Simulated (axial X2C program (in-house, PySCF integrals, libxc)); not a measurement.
# Which molecule has these constants?

Computed with an in-house all-electron X2C program for linear molecules (integrals from PySCF), spin-free (one-electron X2C) or two-component (2c: spin–orbit coupling with atomic mean-field Coulomb and Gaunt terms, which also bring small scalar terms), in Dyall basis sets with cores contracted in-house; open shells are unrestricted.

A two-component PBE0 calculation in a Dyall 3-zeta basis gave Re = 2.782 Å, ωe = 276.8 cm⁻¹, De = 1.15 eV, Ω = 1.

Question: Which molecule is it?
A. LiPb⁻
B. LiC⁻
C. LiSn⁻
D. LiGe⁻

Answer: C. The others have LiC⁻ 1.986 Å and 542.9 cm⁻¹ (Ω = 1); LiPb⁻ 2.794 Å and 262.0 cm⁻¹ (Ω = 1); LiGe⁻ 2.598 Å and 298.5 cm⁻¹ (Ω = 1).

Each entry is the lowest single determinant of a limited PBE0 search at one distance. De goes to single-determinant-based atoms at the same level (for ions the charge split of lowest energy) and is withheld (n/a) where an atom does not fit its ground term or J level. Main or longest-lived isotopes. One determinant is a doubtful description, or other states lie close, for LiSn⁻, LiC⁻, LiPb⁻, LiGe⁻; these need not be ground states, and all values refer to the states named. Some open-shell Ω = 0 determinants are out of reach, so the Ω given for LiSn⁻, LiC⁻, LiPb⁻, LiGe⁻ need not be the lowest component. With several unpaired electrons the Ω given is that of one determinant, not necessarily of the lowest component. The functionals have no current term, which raises determinants with orbital currents.
